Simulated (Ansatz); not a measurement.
Saddle point of AlH₅SO₂, closed shell (AlH₃O₂ ([OH][AlH][OH]) + H₂S → AlH₃SO₂ ([OH][Al]([OH])[SH]) + H₂; bonds formed: H2–H5; dative contacts that become bonds: Al1–S6; bonds broken: Al1–H2, H5–S6), PBE0-D4/def2-TZVP structure:

```
atom    x (Å)    y (Å)    z (Å)
 Al1  -0.3116   0.0926   0.2138
  H2  -0.4309   1.3619  -0.9032
  O3  -0.8586  -1.3988  -0.3882
  O4  -0.5596   0.7469   1.7562
  H5   0.7235   1.1000  -0.9564
  S6   1.9592   0.2194  -0.5049
  H7  -1.7589  -1.7084  -0.3170
  H8  -0.4504   0.2620   2.5713
  H9   1.6874  -0.6758  -1.4718
```

Energies are electronic, without zero-point energy. Barriers and step energies count from the start structure reached by relaxing down the imaginary mode; all methods use the PBE0-D4 structures, on which another method's saddle can fall below an end. Ansatz 0.2.0; basis: def2-TZVPP, with def2-QZVPP for the basis limit; cores frozen in the correlated methods. B3LYP uses VWN-RPA correlation. Extrapolation: Hartree–Fock as exp(−7.88 √X), correlation as X^−2.97.

| method | barrier (kcal/mol) | step energy (kcal/mol) |
| --- | --- | --- |
| SPW92 | 6.87 | -10.36 |
| PBE-D4 | 10.75 | -12.53 |
| BLYP-D4 | ? | -12.57 |
| r2SCAN-D4 | 11.73 | -13.57 |
| B97M-V | 14.43 | -10.91 |
| PBE0-D4 | 13.70 | -12.37 |
| B3LYP-D4 | 16.11 | -12.37 |
| r2SCAN0-D4 | 14.29 | -13.25 |
| BHLYP-D4 | ? | -11.97 |
| CAM-B3LYP-D4 | 17.82 | -11.58 |
| wB97X-V | 18.39 | -11.98 |
| wB97M-V | 17.92 | -12.66 |
| B2PLYP | 17.15 | -13.00 |
| PBE-QIDH | ? | -12.94 |
| RPA on PBE | 18.91 | -11.23 |
| HF | 28.38 | -11.92 |
| MP2 | 17.11 | -14.30 |
| CCSD | 20.25 | -12.25 |
| CCSD(T) | 18.43 | -12.65 |

Q: Fill in the withheld barriers. (To be estimated.)

A: The calculation gives: BLYP-D4 14.04; BHLYP-D4 19.93; PBE-QIDH 16.34 kcal/mol. Each is the energy of the saddle less that of the start structure, by the same method.

For comparison, the barrier by CCSD(T) at an estimated basis limit (MP2 extrapolated from triple and quadruple zeta, plus CCSD(T) − MP2 in triple zeta) is 17.83 kcal/mol.

T1 diagnostic: at most 0.013.

Exchanges of this kind with a chalcogen hydride build sulfide and selenide films.

Labels in which every atom is bracketed show which atoms are joined, not bond orders.

For scale, one of the runs: CCSD(T)/def2-TZVPP, 216 basis functions, launched by `ansatz run in.yaml --threads 4 --pin off --events-out ev --progress --plain --max-ram 9574MiB`. The run took 76 s on 4 CPU threads of an Intel Xeon (shared host), with 3.1 GiB of host memory at its peak.
